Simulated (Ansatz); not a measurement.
Reaction (isomerisation): `ClC1(Br)C[SiH2]1` → `C=C[SiH](Cl)Br`

Gas-phase electronic energies from Ansatz, PBE0-D4/def2-TZVP geometries. CBS: MP2 limit from def2 TZ/QZ plus the TZ coupled-cluster correction, frozen cores. DFT in def2-TZVPP. B3LYP here is the variant with VWN-RPA as its local correlation; programs differ in this. For Br outer-core shells are correlated without core-valence functions, which leaves a few kJ/mol of doubt a bond. Scalar relativity is left out up to krypton. Each species was taken in one conformer, which may not be the lowest.

```tsv
level	ΔE (kJ/mol)
PBE-D4	-331.9
r2SCAN-D4	-353.2
B3LYP-D4	-362.4
BHLYP-D4	-378.8
ωB97X-V	-350.0
B3LYP	-365.9
SCS-MP2/def2-TZVPP	-359.9
CCSD/def2-TZVPP	-365.5
```

What does CCSD(T)/CBS give? (An estimate is asked.)

The calculation gave: -362.5 kJ/mol. The listed levels differ from it by 30.6, 9.3, 0.1, -16.3, 12.5, -3.4, 2.6, -3.0 kJ/mol.

What do rigid-rotor, harmonic-oscillator terms from PBE0-D4/def2-TZVP frequencies (298.15 K, 1 bar) make of the CCSD(T)/CBS value? (An estimate is asked.)

Ansatz gave: ΔZPE = +9.6 kJ/mol, ΔH = -351.4 kJ/mol, ΔS = 18 J/(mol·K), ΔG = -356.7 kJ/mol.

Largest T1 diagnostic among the species: 0.010.

From PBE to PBE0 (25 % exact exchange), in def2-TZVPP and without D4, ΔE moves by −12.4 kJ/mol. In def2-TZVPP, CCSD(T) changes the Hartree–Fock value by +56.0 kJ/mol (the triples alone add +7.3 kJ/mol) and MP2 by +60.2 kJ/mol. At CCSD(T), def2-SVP lies +8.0 kJ/mol from the extrapolated value and def2-TZVPP +4.3 kJ/mol.
